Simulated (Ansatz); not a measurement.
Reactions of CH4OSi, SMILES `C[Si]O`.

Isolated molecules relaxed with PBE0-D4/def2-TZVP in Ansatz; ΔE leaves out vibrations. CCSD(T)/CBS adds triple-zeta CCSD(T) − MP2 to the extrapolated MP2 energy (def2 sets, frozen cores). Small cases extrapolate CCSD(T) itself. For Br outer-core shells are correlated without core-valence functions, which leaves a few kJ/mol of doubt a bond. Scalar relativity is left out up to krypton. One conformer a species, not always the lowest.

Problem. Order these by ΔE at CCSD(T)/CBS, lowest first. (Estimate.)
A. `C[Si]O` + H₂ → `C[SiH]` + H₂O
B. `C[Si]O` + `NBCBr` → `C[Si]N` + `OBCBr`
C. `C[Si]O` + `COC(F)CCl` → `CO[Si]O` + `CC(F)CCl`
D. `C[Si]O` + CH₃SH → `C[Si]SC` + H₂O
E. `C[Si]O` + H₂S → `O[Si]S` + CH₄
F. `C[Si]O` + `COB(S)O[SiH3]` → `O[Si]O[SiH3]` + `COB(C)S`
G. `C[Si]O` + `C=CCCC` → `CC[Si]C` + `C=CCO`
H. `C[Si]O` + H–F → `O[Si]F` + CH₄

Solution. H (-48.4 kcal/mol), C (-39.3 kcal/mol), E (-26.6 kcal/mol), F (-14.4 kcal/mol), D (+1.9 kcal/mol), B (+6.0 kcal/mol), A (+29.5 kcal/mol), G (+47.9 kcal/mol).

Largest T1 diagnostic: 0.015, for `O[Si]S`.

Extrapolated directly: `C[Si]O` + CH₃SH → `C[Si]SC` + H₂O; `C[Si]O` + H₂ → `C[SiH]` + H₂O; `C[Si]O` + H–F → `O[Si]F` + CH₄; `C[Si]O` + H₂S → `O[Si]S` + CH₄.
